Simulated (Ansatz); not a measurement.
Problem. Name a neutral molecule of Al, C, Cl, N, Si and H with HOMO energy (PBE0/def2-TZVPP) between -7.10 and -6.80 eV and HOMO–LUMO gap (ωB97M-V/def2-TZVPP) between 9.00 and 9.30 eV (Ansatz, PBE0-D4/def2-TZVP geometry).

Solution. `C[SiH](N)[AlH][Cl]` (-7.06 eV, 9.05 eV). Other molecules can fit too; these were computed, each in one conformer that needn't be the lowest.
